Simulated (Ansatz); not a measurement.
Consider the formal exchange of groups at a Te–B bond: `CB(N)[TeH]` + `COC=S` → `COC(=S)[TeH]` + `CBN`.

Calculated with Ansatz (gas phase, PBE0-D4/def2-TZVP geometries, no zero-point term in ΔE). CCSD(T)/CBS adds triple-zeta CCSD(T) − MP2 to the extrapolated MP2 energy (def2 sets, frozen cores). Functionals use def2-TZVPP. B3LYP here is the variant with VWN-RPA as its local correlation; programs differ in this. def2 core potentials past Kr. For Te outer-core shells are correlated without core-valence functions, which leaves a few kJ/mol of doubt a bond. Each species was taken in one conformer, which may not be the lowest.

```
       species  B3LYP energy (Eh)
  `CB(N)[TeH]`         -389.56118
       `COC=S`         -552.10183
`COC(=S)[TeH]`         -820.20483
         `CBN`         -121.43077
```

(1) Work out ΔE.

Largest T1 diagnostic among the species: 0.017.

## Answers

(1) ΔE = (-820.20483) + (-121.43077) − (-389.56118) − (-552.10183) = 0.02741 Eh = +0.75 eV. CCSD(T)/CBS gives +0.77 eV.

From PBE to PBE0 (25 % exact exchange), in def2-TZVPP and without D4, ΔE moves by +0.12 eV. In def2-TZVPP, CCSD(T) changes the Hartree–Fock value by −0.21 eV (the triples alone add −0.06 eV) and MP2 by −0.25 eV.
